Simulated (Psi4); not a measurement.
Psi4 input (wB97X-D/6-311+G**):

```
memory 1500 MB

molecule {
0 1
C     2.20953200    0.44407100    0.27924700
Si    0.83028300   -0.77653100   -0.13866800
B    -0.98839900    0.13118700   -0.03974800
O    -1.15906800    1.45339400    0.28895500
O    -2.10598000   -0.59695500   -0.31101100
H     2.21815200    1.28439000   -0.41934500
H     3.18941300   -0.03331100    0.22896700
H     2.09085400    0.84309700    1.28966000
H     1.05869700   -1.32305300   -1.50183800
H     0.88654300   -1.91984300    0.80936400
H    -0.34322100    1.92711100    0.47204600
H    -2.91921700   -0.07883300   -0.23779900
symmetry c1
no_reorient
no_com
}

set {
  basis 6-311+G**
  reference rks
  scf_type df
  df_basis_scf def2-universal-jkfit
  dft_radial_points 99
  dft_spherical_points 590
  e_convergence 1e-8
  d_convergence 1e-7
  maxiter 150
}

e = energy('wb97x-d')
print_out(f'\nFINAL {e:.10f} DIPOLE {variable("CURRENT DIPOLE")[0]:.6f} {variable("CURRENT DIPOLE")[1]:.6f} {variable("CURRENT DIPOLE")[2]:.6f}\n')
```

From the output:

```
    One-Electron Energy =               -1122.0408247519337692
    Two-Electron Energy =                 436.8498289073922933
    DFT Exchange-Correlation Energy =     -35.4232648141526454
    Empirical Dispersion Energy =          -0.0044346219184803
    VV10 Nonlocal Energy =                  0.0000000000000000
    Total Energy =                       -507.2234457577065427

Computation Completed

Properties will be evaluated at   0.000000,   0.000000,   0.000000 [a0]

Properties computed using the SCF density matrix

 Multipole Moments:

 ------------------------------------------------------------------------------------
     Multipole            Electronic (a.u.)      Nuclear  (a.u.)        Total (a.u.)
 ------------------------------------------------------------------------------------

 L = 1.  Multiply by 2.5417464519 to convert [e a0] to [Debye]
 Dipole X            :          0.2401713           -0.0000076            0.2401637
 Dipole Y            :          0.7135592           -0.0000057            0.7135535
 Dipole Z            :          0.2021454           -0.0000057            0.2021397
 Magnitude           :                                                    0.7795497

 ------------------------------------------------------------------------------------

FINAL -507.2234457577 DIPOLE 0.240164 0.713554 0.202140

*** Psi4 exiting successfully. Buy a developer a beer!
```

The geometry given is a B3LYP-D3(BJ)/def2-TZVP minimum.
